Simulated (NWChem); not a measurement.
System: C$_{6}$H$_{4}$; SMILES C(/C=C/C#C)#C

Input file for NWChem:

```
start job
memory heap 200 mb stack 900 mb global 1100 mb
geometry units angstroms
  C     -2.750743     0.986251     0.781407
  C     -1.587304     0.787546     0.553353
  C     -0.226264     0.561155     0.289408
  C      0.226264    -0.561155    -0.289408
  C      1.587304    -0.787546    -0.553353
  C      2.750743    -0.986251    -0.781407
  H     -3.765296     1.161903     0.981392
  H      0.457485     1.349294     0.579785
  H     -0.457485    -1.349294    -0.579785
  H      3.765296    -1.161904    -0.981392
end
basis spherical
  * library def2-svp
end
dft
  xc xpbe96 cpbe96
  disp vdw 4
  iterations 150
end
driver
  maxiter 120
end
task dft optimize
task dft freq
```

Parts of the log:

```
             Northwest Computational Chemistry Package (NWChem) 7.3.0
             --------------------------------------------------------

 C2H symmetry detected

                             Geometry "geometry" -> ""
                             -------------------------

 Output coordinates in angstroms (scale by  1.889725989 to convert to a.u.)

  No.       Tag          Charge          X              Y              Z
 ---- ---------------- ---------- -------------- -------------- --------------
    1 C                    6.0000    -0.13000709     3.02208093     0.00000000
    2 C                    6.0000     0.14118239     1.85095375     0.00000000
    3 C                    6.0000     0.46443143     0.48389128     0.00000000
    4 C                    6.0000    -0.46443143    -0.48389128     0.00000000
    5 C                    6.0000    -0.14118239    -1.85095375     0.00000000
    6 C                    6.0000     0.13000709    -3.02208093     0.00000000
    7 H                    1.0000    -0.36414034     4.04450316     0.00000000
    8 H                    1.0000     1.51947898     0.23920934     0.00000000
    9 H                    1.0000    -1.51947898    -0.23920934     0.00000000
   10 H                    1.0000     0.36414034    -4.04450316     0.00000000

 Effective nuclear repulsion energy (a.u.)     163.0570402292

      Symmetry information
      --------------------

 Group name             C2h
 Group number             21
 Group order               4
 No. of unique centers     5

                                Z-matrix (autoz)
                                --------

 Units are Angstrom for bonds and degrees for angles

[...]

      ----------------------
      Optimization converged
      ----------------------

  Step       Energy      Delta E   Gmax     Grms     Xrms     Xmax
  ---- ---------------- -------- -------- -------- -------- --------
@    8    -230.42134766  9.5D-08  0.00005  0.00002  0.00075  0.00175
                                     ok       ok       ok       ok

                                Z-matrix (autoz)
                                --------

 Units are Angstrom for bonds and degrees for angles

[...]

 Rotational Constants
 --------------------
 A=   1.550635 cm-1  (  2.230968 K)
 B=   0.047628 cm-1  (  0.068525 K)
 C=   0.046209 cm-1  (  0.066483 K)

 Temperature                      =   298.15K
 frequency scaling parameter      =   1.0000

 Zero-Point correction to Energy  =   42.938 kcal/mol  (  0.068426 au)
 Thermal correction to Energy     =   47.032 kcal/mol  (  0.074951 au)
 Thermal correction to Enthalpy   =   47.625 kcal/mol  (  0.075895 au)

 Total Entropy                    =   76.363 cal/mol-K
   - Translational                =   38.884 cal/mol-K (mol. weight =  76.0313)
   - Rotational                   =   24.273 cal/mol-K (symmetry #  =        2)
   - Vibrational                  =   13.206 cal/mol-K

 Cv (constant volume heat capacity) =   22.901 cal/mol-K
   - Translational                  =    2.979 cal/mol-K
   - Rotational                     =    2.979 cal/mol-K
   - Vibrational                    =   16.943 cal/mol-K

[normal modes left out]

 ----------------------------------------------------------------------------
 Normal Eigenvalue ||           Projected Infra Red Intensities
  Mode   [cm**-1]  || [atomic units] [(debye/angs)**2] [(KM/mol)] [arbitrary]
 ------ ---------- || -------------- ----------------- ---------- -----------
    1       -0.000 ||    0.000000           0.000         0.000       0.000
    2        0.000 ||    0.000000           0.000         0.000       0.000
    3        0.000 ||    0.000000           0.000         0.000       0.000
    4        0.000 ||    0.000000           0.000         0.000       0.000
    5        0.000 ||    0.000000           0.000         0.000       0.000
    6        0.000 ||    0.000000           0.000         0.000       0.000
    7      117.242 ||    0.001562           0.036         1.523       1.056
    8      123.457 ||    0.001109           0.026         1.082       0.750
    9      236.449 ||    0.000000           0.000         0.000       0.000
   10      356.848 ||    0.000000           0.000         0.000       0.000
   11      495.053 ||    0.010327           0.238        10.067       6.980
   12      512.470 ||    0.000000           0.000         0.000       0.000
   13      520.733 ||    0.005685           0.131         5.542       3.842
   14      616.043 ||    0.000000           0.000         0.000       0.000
   15      616.823 ||    0.075732           1.747        73.827      51.185
   16      648.837 ||    0.000000           0.000         0.000       0.000
   17      649.953 ||    0.080210           1.851        78.192      54.212
   18      828.022 ||    0.000000           0.000         0.000       0.000
   19      920.716 ||    0.037301           0.861        36.363      25.211
   20     1010.531 ||    0.000000           0.000         0.000       0.000
   21     1049.158 ||    0.012589           0.290        12.273       8.509
   22     1225.104 ||    0.001136           0.026         1.108       0.768
   23     1251.003 ||    0.000000           0.000         0.000       0.000
   24     1603.721 ||    0.000000           0.000         0.000       0.000
   25     2125.394 ||    0.000000           0.000         0.000       0.000
   26     2153.020 ||    0.000200           0.005         0.195       0.135
   27     3084.286 ||    0.000000           0.000         0.000       0.000
   28     3091.080 ||    0.006016           0.139         5.864       4.066
   29     3406.904 ||    0.212003           4.891       206.671     143.287
   30     3406.986 ||    0.000000           0.000         0.000       0.000
 ----------------------------------------------------------------------------
```

Level: PBE-D3(BJ)/def2-SVP.
